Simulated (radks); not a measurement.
Values are calculated unless marked as measured or tabulated.
Gd34+, 30 electrons, occupied as [Ar] 3d10 4s2.

Code: a radial shooting solver on a logarithmic mesh with Libxc functionals. Model: Dirac Kohn-Sham, PBE, spin-unpolarised, spherical densities, finite nucleus; Fermi nuclear charge, rms radius 5.1569 fm.

Energy parts (hartree):
part                       energy
total                 -10624.3556
kinetic                11634.4580
electron-nucleus      -24469.2231
Hartree                 2411.2344
exchange-correlation    -200.8249

Orbitals (lengths in bohr, moments of r in powers of bohr; r(90%) holds 90 % of the orbital's charge):
| orbital | occ. | eigenvalue (hartree) | r(90%) |
|---|---|---|---|
| 1s1/2 | 2 | -1889.568 | 0.0396 |
| 2s1/2 | 2 | -352.9488 | 0.144 |
| 2p1/2 | 2 | -337.9181 | 0.127 |
| 2p3/2 | 4 | -312.2317 | 0.136 |
| 3s1/2 | 2 | -114.0554 | 0.352 |
| 3p1/2 | 2 | -107.6067 | 0.343 |
| 3p3/2 | 4 | -102.1306 | 0.360 |
| 3d3/2 | 4 | -91.18226 | 0.330 |
| 3d5/2 | 6 | -89.96744 | 0.335 |
| 4s1/2 | 2 | -53.94119 | 0.686 |

The highest occupied level is 4s1/2 at -1467.8 eV. Summed over all electrons, <r^2> = 1.664 bohr^2, which gives a Langevin (diamagnetic) susceptibility term of -1.32 x 10^-6 cm^3/mol. The density falls to 0.001 e/bohr^3 at r = 1.10 bohr.
